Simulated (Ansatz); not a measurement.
Born–Oppenheimer molecular dynamics of F2GeH2 (5 atoms, charge 0, multiplicity 1). It starts from a relaxed structure.

Computed with Ansatz 0.2.0, RKS PBE/def2-SVP.

```
ensemble        : NVT, Nosé–Hoover chain
time step       : 0.5 fs
steps asked     : 150
set temperature : 700 K
thermostat      : time constant 20 fs, chain length 3
seed            : 716679
```

First frame:

```xyz
5
Properties=species:S:1:pos:R:3
Ge 0.034 0.058 -0.047
F 0.003 0.005 1.700
H 1.506 -0.058 -0.497
H -0.803 1.275 -0.497
F -0.800 -1.387 -0.571
```

Task: How far do the bonds stretch over the last three quarters of this one trajectory? (Pairs bonded in most of those frames.)

Result: 
```tsv
bond	mean (Å)	spread (Å)	shortest	longest
Ge1–F2	1.755	0.018	1.73	1.78
Ge1–H3	1.552	0.010	1.54	1.57
Ge1–H4	1.550	0.023	1.51	1.59
Ge1–F5	1.759	0.037	1.70	1.81
```

Mean temperature of the second half: 752 K. The conserved energy stayed within 0.079 meV per atom of its start (net change 0.062 meV per atom), so the integration is sound. A run of 0.075 ps of so small a system gives no equilibrium averages.

Run time: 2.8 min on 1 thread of Arm Neoverse V2, on a shared host, peak memory 0.11 GiB.
